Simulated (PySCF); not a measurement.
NMR data simulated for an unnamed compound:

1H NMR (300 MHz, computed): δ 6.58 (t, 1H), 4.11 (m, 1H), 3.94 (m, 1H), 3.74 (s, 3H), 3.29 (s, 2H), 1.03 (m, 2H).

13C{1H} NMR (computed): δ 171.1 (C), 130.4 (C), 106.6 (CH), 84.5 (CH2), 56.2 (CH3), 40.1 (CH2), 10.4 (CH2).

PySCF 2.14.0 with density-fitted response routines calculation with structure optimised with GFN2-xTB and PBE0/pcSseg-1 with gauge-including orbitals; rapidly exchanging positions averaged, no relativistic terms, gas phase, single conformer.

References, each an isolated molecule treated in the same way: 1H and 13C vs TMS.

Task: Which of these does the molecule contain: an N-methyl group, an ester, a non-aromatic C=C double bond, a three-membered ring, a methoxy group, a C≡C triple bond?

Result: 
- An N-methyl group: no.
- An ester: no.
- A non-aromatic C=C double bond: yes.
- A three-membered ring: yes.
- A methoxy group: yes (δC 56.2; δH 3.74 (s)).
- A C≡C triple bond: no.

The data belong to SMILES C1C(CC(=C)OC)=C1, C7H10O; they needn't prove each group on their own.

Carbon signals by region: 1 in the far downfield region (above 160 ppm), 2 in the sp2 and nitrile region (100–160 ppm), 2 at 50–100 ppm, 2 below 50 ppm. Above 160 ppm: 171.1, alkene carbon bearing oxygen.

Shifts are as computed. Against solution values, carbons near 30 ppm lie about +3 ppm off and those near 130 ppm about +5 ppm. Of 1211 compounds with measured shifts, 218 miss one by over three times the rms of a fit or turn the order of signals round; such compounds aren't used in these exercises. No couplings were computed; multiplicities are counted from neighbouring protons, with m where these are inequivalent, close in shift, in a saturated or five-membered ring or joined by F or P, and br s for small geminal =CH2 splittings.
